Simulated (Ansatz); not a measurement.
Consider the homolysis of the O–Si bond: `O[SiH](O)O[SiH](F)F` → `[O][SiH](O)O`• + `F[SiH]F`•.

Program: Ansatz. Geometries: PBE0-D4/def2-TZVP. ΔE: electronic, gas phase. CCSD(T)/CBS adds triple-zeta CCSD(T) − MP2 to the extrapolated MP2 energy (def2 sets, frozen cores). This one scheme is used for every species. Functionals use def2-TZVPP. B3LYP here is the variant with VWN-RPA as its local correlation; programs differ in this. HSE06 is defined as in plane-wave codes. No spin–orbit coupling; open shells (•) take unrestricted orbitals. Each species was taken in one conformer, which may not be the lowest.

`O[SiH](O)O[SiH](F)F`:

```xyz
11

O    -1.403    1.439    0.736
Si   -0.493    0.139    1.123
O    -1.271   -1.276    0.906
O     0.813    0.268    0.148
Si    1.412   -0.051   -1.303
F     0.339   -0.874   -2.136
F     2.686   -0.974   -1.160
H    -2.247    1.542    1.178
H    -0.054    0.144    2.525
H    -1.559   -1.517    0.023
H     1.778    1.159   -2.041
```

`[O][SiH](O)O`•:

```xyz
7

O    -0.620   -1.499   -0.864
Si    0.106   -0.102   -0.346
O    -0.725    1.273   -0.573
O     0.431   -0.182    1.254
H     1.272   -0.114   -1.262
H    -1.171    1.655    0.185
H     0.708   -1.030    1.605
```

`F[SiH]F`•:

Cartesian coordinates in Å:
```
F 0.999 -0.941 0.549
Si 0.258 0.205 -0.270
F -0.430 1.173 0.789
H -0.828 -0.438 -1.068
```

```
             level  ΔE (kJ/mol)  difference from CCSD(T)/CBS
            PBE-D4        583.2                        -53.0
         revPBE-D4        569.3                        -66.9
           BLYP-D4        578.7                        -57.5
         r2SCAN-D4        592.7                        -43.5
            B97M-V        605.7                        -30.5
          B3LYP-D4        598.1                        -38.1
        r2SCANh-D4        594.7                        -41.5
        r2SCAN0-D4        596.5                        -39.7
          BHLYP-D4        603.9                        -32.3
      CAM-B3LYP-D4        612.1                        -24.1
           ωB97X-V        615.2                        -21.0
           ωB97M-V        623.3                        -12.9
            B2PLYP        607.7                        -28.5
          PBE-QIDH        620.2                        -16.0
               PBE        572.5                        -63.7
            revPBE        544.8                        -91.4
            r2SCAN        589.6                        -46.6
              PBE0        587.5                        -48.7
             B3LYP        581.2                        -55.0
           r2SCAN0        592.8                        -43.4
             HSE06        587.9                        -48.3
             BHLYP        589.4                        -46.8
         CAM-B3LYP        602.1                        -34.1
           LC-ωPBE        598.8                        -37.4
RPA@PBE/def2-TZVPP        592.5                        -43.7
       HF/def2-SVP        497.7                       -138.5
      MP2/def2-SVP        630.8                         -5.4
     CCSD/def2-SVP        596.1                        -40.1
  CCSD(T)/def2-SVP        599.7                        -36.5
     HF/def2-TZVPP        497.0                       -139.2
    MP2/def2-TZVPP        653.1                         16.9
SCS-MP2/def2-TZVPP        639.7                          3.5
   CCSD/def2-TZVPP        613.4                        -22.8
CCSD(T)/def2-TZVPP        620.6                        -15.6
     HF/def2-QZVPP        498.7                       -137.5
    MP2/def2-QZVPP        662.7                         26.5
SCS-MP2/def2-QZVPP        650.2                         14.0
      HF/CBS(def2)        498.9                       -137.3
     MP2/CBS(def2)        668.7                         32.5
    CCSD/CBS(def2)        629.0                         -7.2
       CCSD(T)/CBS        636.2                            0
```

Largest T1 diagnostic among the species: 0.015.

At CCSD(T), def2-SVP lies −36.6 kJ/mol from the extrapolated value and def2-TZVPP −15.6 kJ/mol: correlation converges slowly with the basis, and small sets miss more of it in the bonded molecule than in its fragments. From PBE to PBE0 (25 % exact exchange), in def2-TZVPP and without D4, ΔE moves by +15.0 kJ/mol. The D4 term adds +16.9 kJ/mol with B3LYP and +9.5 kJ/mol with PBE0; it sums over pairs of atoms, weighted by their polarisabilities, and B3LYP, whose exchange is more repulsive, gets the larger term.
